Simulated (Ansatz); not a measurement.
Two isomers of CH7BSi2: A = `[SiH3]B1C[SiH2]1`, B = `BC1[SiH2][SiH2]1`.

Gas-phase electronic energies from Ansatz, PBE0-D4/def2-TZVP geometries. CCSD(T)/CBS adds triple-zeta CCSD(T) − MP2 to the extrapolated MP2 energy (def2 sets, frozen cores). Functionals use def2-TZVPP. B3LYP here is the variant with VWN-RPA as its local correlation; programs differ in this.

A:

Z-matrix (Å, degrees):
```
Si
B 1 1.987
H 1 1.490 2 110.4
H 1 1.491 2 113.8 3 121.8
H 1 1.490 2 108.9 3 -117.8
C 2 1.486 1 135.0 3 -104.1
Si 2 1.905 1 136.3 3 11.3
H 6 1.095 2 124.8 1 -157.9
H 6 1.089 2 122.9 1 5.6
H 7 1.480 2 126.7 1 156.0
H 7 1.486 2 122.3 1 -29.2
```

B:

```xyz
11

B     0.255    0.940    1.262
C    -0.501   -0.189    0.605
Si    0.407   -1.494   -0.396
Si   -0.244    0.475   -1.234
H    -0.303    1.727    1.972
H     1.428    1.090    1.040
H    -1.548   -0.339    0.862
H    -0.386   -2.692   -0.750
H     1.804   -1.786   -0.013
H     0.616    1.669   -1.390
H    -1.529    0.598   -1.958
```

Question: Which is lower in electronic energy at CCSD(T)/CBS, and by how much? (An estimate is asked.)

Answer: The calculation gave: B, by 18.0 kcal/mol.

Question: Give E(B) − E(A) in kcal/mol with CCSD(T)/def2-SVP, CCSD/def2-TZVPP, HF/def2-TZVPP, PBE-D4, B3LYP, MP2/def2-TZVPP, ωB97M-V. (Best estimate.)

Answer: The calculation gave: CCSD(T)/def2-SVP -15.0, CCSD/def2-TZVPP -17.9, HF/def2-TZVPP -19.6, PBE-D4 -16.2, B3LYP -16.0, MP2/def2-TZVPP -19.0, ωB97M-V -18.6. None reverses the order clearly.

Question: Does the order hold for the free energy at 298.15 K (harmonic terms from PBE0-D4)? (Estimate.)

Answer: The calculation gave: Yes: G(B) − G(A) = -16.9 kcal/mol.

Largest T1 diagnostic: 0.014.

Leaving LDA and LC-ωPBE aside and taking each functional with its dispersion term where it has one, the values, not all of them listed here, spread over 3.7 kcal/mol, from PBE-QIDH to BLYP-D4. LDA lies −1.5 kcal/mol from PBE without D4. The D4 term adds −1.1 kcal/mol with B3LYP and −0.5 kcal/mol with PBE0; it sums over pairs of atoms, weighted by their polarisabilities, and B3LYP, whose exchange is more repulsive, gets the larger term.
